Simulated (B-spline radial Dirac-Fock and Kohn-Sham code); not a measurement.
## Binding energies of Cd²⁸⁺ at several levels of theory

System: cadmium as Cd²⁸⁺, configuration [Ar] 3d2.

The density-functional columns are spherical, spin-unpolarised Dirac-Kohn-Sham results without Breit or QED terms: −ε is minus the orbital energy of the initial state and ΔSCF the difference of two total energies. The reference in the last column comes from ΔSCF Dirac-Fock with Breit, self-energy and vacuum polarisation, finite nucleus, configuration average. All numbers are from a radial B-spline solver, in eV; a selection of levels is shown. The Kohn-Sham columns are given as differences from the reference. For the 1s level of heavy atoms much of the gap between ΔSCF and the reference is the Breit and QED part, -85.0 eV here; for other levels the error of the functional can be larger.

```tsv
level	LDA −ε − DF	LDA ΔSCF − DF	Dirac-Fock
1s	-273.3	+75.8	28041.4
2s	-121.4	-40.1	5321.9
2p1/2	-94.0	+2.4	5034.5
2p3/2	-95.8	-3.5	4841.9
3s	-52.6	-18.2	1865.0
3p1/2	-35.0	+0.8	1750.0
3p3/2	-35.4	-0.5	1707.3
3d	-38.1	+1.3	1549.1
```

Values without a named source are computed, but for edge energies of neutral atoms, which are taken from tables.
